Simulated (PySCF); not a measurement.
**Simulated absorption spectrum**

Species: C5H12GeO2.
Z-matrix (Å and degrees, PBE0-D3(BJ)/def2-SVP geometry), rows numbered from 1:
```
C 
C   1  1.5251
C   2  1.5234  1  111.17
C   2  1.5333  1  113.13  3  -124.63
C   4  1.5468  2  114.10  1   -58.20
O   5  1.4114  4  110.36  2    91.47
Ge  6  1.7864  5  108.17  4    29.12
O   4  1.4209  2  111.16  1    64.82
H   1  1.0999  2  112.44  3   178.91
H   1  1.1006  2  110.61  3   -60.12
H   1  1.1020  2  110.59  3    58.29
H   2  1.1065  1  108.18  3   118.83
H   3  1.1008  2  111.27  1    54.99
H   3  1.1014  2  111.50  1   175.56
H   3  1.1005  2  110.05  1   -65.10
H   4  1.1049  2  107.60  1  -178.21
H   5  1.1026  4  110.44  2   -28.91
H   5  1.1070  4  109.55  2  -147.20
H   7  1.5349  6  110.29  5  -132.39
H   7  1.5385  6  113.49  5    98.70
```

Level of theory: TDDFT B3LYP/def2-SVPD, vertical, gas phase, core orbitals frozen in the response (PySCF). The B3LYP/def2-SVPD calculation is non-relativistic and has no spin–orbit coupling, an omission that weighs most on germanium.

Each state is given a Gaussian of 0.3 eV full width at half maximum, with ε(max) = 2.175×10⁸ f / Δν̃ (Δν̃ the width in cm⁻¹). The cross-section is σ = 3.8235×10⁻²¹ ε cm², given in Mb (10⁻¹⁸ cm²). The width is an assumption, not a result. The curve ends short of the highest state used, and states not computed would add to its high-energy end.

| E (eV) | σ (Mb) |
| --- | --- |
| 5.54 | 0.00 |
| 5.61 | 0.01 |
| 5.67 | 0.05 |
| 5.74 | 0.18 |
| 5.80 | 0.42 |
| 5.87 | 0.84 |
| 5.93 | 1.22 |
| 6.00 | 1.48 |
| 6.06 | 1.51 |
| 6.13 | 1.42 |
| 6.19 | 1.31 |
| 6.25 | 1.15 |
| 6.32 | 0.85 |
| 6.38 | 0.56 |
| 6.45 | 0.31 |
| 6.51 | 0.23 |
| 6.58 | 0.32 |
| 6.64 | 0.67 |
| 6.71 | 1.98 |
| 6.77 | 4.89 |
| 6.84 | 11.71 |
| 6.90 | 20.27 |
| 6.97 | 29.88 |
| 7.03 | 33.49 |

Q: Locate the maxima and give the states behind the curve.

A: 205 nm (6.04 eV), ε about 400, made up of S1 (80%) and S2 (20%) (ε in L mol⁻¹ cm⁻¹; maxima over ε = 5, shares over 10%). At its high-energy end, 7.03 eV, the curve is still rising (ε about 8800, from S5, S6 and S7). The states used: S1 5.99 eV (f 0.0038); S2 6.24 eV (f 0.0029); S3 6.62 eV (f 0.0004); S4 6.78 eV (f 0.0009); S5 7.01 eV (f 0.069); S6 7.07 eV (f 0.020); S7 7.12 eV (f 0.013); S8 7.35 eV (f 0.0025); S9 7.52 eV (f 0.0068); S10 7.63 eV (f 0.021).

Q: On this curve, what absorbance would a 10⁻⁵ mol/L sample give at 193 nm over a 1 cm path?

A: 193 nm is 6.424 eV, where ε is about 100 L mol⁻¹ cm⁻¹, so A = ε c l ≈ 0.001 (Beer–Lambert, with the gas-phase spectrum and the assumed width).

Q: What would ε be at 6.04 eV, the highest of these maxima, with half the width (0.15 eV)?

A: About 524 L mol⁻¹ cm⁻¹ against 398, a factor of about 1.3; a lone state at its own centre would give exactly 2.

Q: Coming from long wavelengths, where does ε first pass 100 L mol⁻¹ cm⁻¹?

A: At about 214 nm (5.79 eV), 0.20 eV below S1.

All these states lie below the vertical ionisation energy of 9.37 eV (ΔSCF).

One conformer stands for the species.
